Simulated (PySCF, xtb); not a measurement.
B(Me)2(SH) (C2H7BS), SMILES CB(C)S.

GFN2-xTB in xtb at its own geometry gives an orbital gap of 4.45 eV and a dipole moment of 2.02 D.

Geometry optimised at PBE0-D3(BJ)/def2-SVP. Other conformers were not sampled.

### Question
What does PBE/def2-TZVP in PySCF give? (Estimate from the structure and the level; the computed values follow.)

### Answer
gap 5.33 eV (levels -6.66 and -1.33 eV), dipole 1.09 D.
